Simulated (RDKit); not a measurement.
RDKit input (MMFF94):

```python
from rdkit import Chem
from rdkit.Chem import AllChem, rdDetermineBonds

mol = Chem.MolFromXYZFile('mol.xyz')
rdDetermineBonds.DetermineBonds(mol, charge=1)
print('SMILES', Chem.MolToSmiles(Chem.RemoveHs(mol)))
ff = AllChem.MMFFGetMoleculeForceField(mol, AllChem.MMFFGetMoleculeProperties(mol))
e0 = ff.CalcEnergy()
flag = ff.Minimize(maxIts=5000, forceTol=1e-5)
print(f'energy {e0:.4f} -> {ff.CalcEnergy():.4f} kcal/mol, converged: {flag == 0}')
print(Chem.MolToXYZBlock(mol))
```
mol.xyz:
```
7

Si    -1.09196200    -0.41577800     0.17444600
S      1.02738700     0.42233400    -0.26092300
H     -1.02486900    -0.84467200     1.57607700
H     -1.88919300     0.78418400    -0.10411400
H     -1.14302800    -1.48132300    -0.83306800
H      1.74924700    -0.59625700     0.25757200
H      1.15710600     1.20160300     0.83605600
```

Output:

```
SMILES [SiH3][SH2+]
energy -5.0764 -> -10.6221 kcal/mol, converged: True
7

Si    -0.960764   -0.271773    0.179466
S      0.972927    0.541904   -0.139563
H     -1.326600   -0.062538    1.601493
H     -1.931103    0.409130   -0.711458
H     -0.911657   -1.723577   -0.119914
H      1.647183   -0.617029   -0.313133
H      1.294702    0.793974    1.149156
```

The dipole moment of an ion depends on the origin.

The geometry given is a B3LYP-D3(BJ)/def2-TZVP minimum.
